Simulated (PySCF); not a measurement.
AlCl₂I, SMILES [I][Al]([Cl])[Cl].

Coordinates come from a B3LYP-D3(BJ)/def2-SVP optimisation. The def2 effective core potentials stand for the cores of I; spin–orbit coupling is left out.

Calculation: C-PCM-ωB97X/def2-SVP run with PySCF.

The values are the electrostatic part of the solvation free energy, E(continuum) − E(gas) at the gas-phase geometry, in a cavity of scaled van der Waals radii (PySCF's table); cavitation and dispersion terms are not included. A continuum can't describe solvent molecules that bind to the metal. In vacuum the orbital gap is 10.91 eV. The dipole moment in vacuum is 0.53 D.

### Question
Estimate the values in water (ε = 78.36), tetrahydrofuran (ε = 7.43), N,N-dimethylformamide (ε = 37.22). (An estimate is asked for; the answer gives what the named calculation found.)

### Answer

```json
[
 {"solvent": "water", "ε": "78.36", "ΔG(elec) (kcal/mol)": "-5.8", "dipole (D)": "0.48", "gap (eV)": "11.18"},
 {"solvent": "tetrahydrofuran", "ε": "7.43", "ΔG(elec) (kcal/mol)": "-5.0", "dipole (D)": "0.50", "gap (eV)": "11.14"},
 {"solvent": "N,N-dimethylformamide", "ε": "37.22", "ΔG(elec) (kcal/mol)": "-5.7", "dipole (D)": "0.49", "gap (eV)": "11.17"}
]
```
